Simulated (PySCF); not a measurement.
## Cost of excited-state runs on SMILES C1=C2C(N)=CSC2=CC=C1, C₈H₇NS

Molfile (atoms numbered from 1):
```
C8H7NS
     RDKit          3D

 17 18  0  0  0  0  0  0  0  0999 V2000
    2.4026   -1.2680    0.0613 N   0  0  0  0  0  0  0  0  0  0  0  0
    1.6500   -0.1062    0.0096 C   0  0  0  0  0  0  0  0  0  0  0  0
    2.1551    1.1528    0.0264 C   0  0  0  0  0  0  0  0  0  0  0  0
    0.9398    2.3942    0.0735 S   0  0  0  0  0  0  0  0  0  0  0  0
   -0.3171    1.1942    0.0510 C   0  0  0  0  0  0  0  0  0  0  0  0
   -1.6850    1.4232    0.0628 C   0  0  0  0  0  0  0  0  0  0  0  0
   -2.5332    0.3361    0.0466 C   0  0  0  0  0  0  0  0  0  0  0  0
   -2.0271   -0.9631    0.0225 C   0  0  0  0  0  0  0  0  0  0  0  0
   -0.6691   -1.1918    0.0087 C   0  0  0  0  0  0  0  0  0  0  0  0
    0.2107   -0.1095    0.0215 C   0  0  0  0  0  0  0  0  0  0  0  0
    3.3715   -1.1507   -0.1936 H   0  0  0  0  0  0  0  0  0  0  0  0
    1.9721   -2.0667   -0.3794 H   0  0  0  0  0  0  0  0  0  0  0  0
    3.1871    1.4437    0.0323 H   0  0  0  0  0  0  0  0  0  0  0  0
   -2.0670    2.4322    0.0837 H   0  0  0  0  0  0  0  0  0  0  0  0
   -3.6015    0.4914    0.0535 H   0  0  0  0  0  0  0  0  0  0  0  0
   -2.7115   -1.7984    0.0152 H   0  0  0  0  0  0  0  0  0  0  0  0
   -0.2843   -2.2014   -0.0056 H   0  0  0  0  0  0  0  0  0  0  0  0
  1  2  1  0
  2  3  2  0
  3  4  1  0
  4  5  1  0
  5  6  2  0
  6  7  1  0
  7  8  2  0
  8  9  1  0
  9 10  2  0
 10  2  1  0
 10  5  1  0
  1 11  1  0
  1 12  1  0
  3 13  1  0
  6 14  1  0
  7 15  1  0
  8 16  1  0
  9 17  1  0
M  END
```

PySCF with density fitting, on 1 thread of an Arm Neoverse V1, shared host. Command: `OMP_NUM_THREADS=1 python excited_run.py task.json out`

(1) How long does each of these runs take, and how much memory?
- vibronic structure, PBE0/6-31G; Tamm-Dancoff; 200 K
- vibronic structure, PBE0/6-31G*; Tamm-Dancoff

Answers

(1) 
```tsv
run	level	basis functions	wall time	peak memory (GiB)
vibronic structure	PBE0/6-31G	108	24 s	0.88
vibronic structure	PBE0/6-31G*	158	39 s	0.91
```
Times from a shared host are rough.
